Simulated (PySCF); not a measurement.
Working with the constants of CaP

PBE0 constants of CaP, ⁴Σ⁻ (quartet), unpaired electrons σ ↑, π ↑↑ (basis Ca 3-21G, P 3-21G; no relativity; PySCF 2.14; masses 39.9626 and 30.9738 u):

```
ωe              : 215.1 cm⁻¹
ωexe            : 1.36 cm⁻¹
Be              : 0.10236 cm⁻¹
αe              : 0.000721 cm⁻¹
D (centrifugal) : 9.27e-08 cm⁻¹
De to Ca + P    : 0.81 eV
```

(1) Give the vibrational terms G(v) and spacings up to v = 6.

(2) How well does the Morse estimate ωe²/(4ωexe) reproduce De, and what is D0?

3-21G is very small, so such numbers show the basis as much as the molecule. The state was picked by a PBE0 search and need not be the measured ground state.

## Answers

(1) G(v) = ωe(v+½) − ωexe(v+½)².

| v | G(v) (cm⁻¹) | G(v) − G(v−1) | Bv (cm⁻¹) |
| --- | --- | --- | --- |
| 0 | 107.2 |  | 0.1020 |
| 1 | 319.6 | 212.4 | 0.1013 |
| 2 | 529.2 | 209.7 | 0.1006 |
| 3 | 736.2 | 206.9 | 0.0998 |
| 4 | 940.4 | 204.2 | 0.0991 |
| 5 | 1141.9 | 201.5 | 0.0984 |
| 6 | 1340.7 | 198.8 | 0.0977 |

(2) It gives 1.05 eV, 130 % of the computed De. D0 = De − G(0) = 0.81 − 0.01 = 0.80 eV.
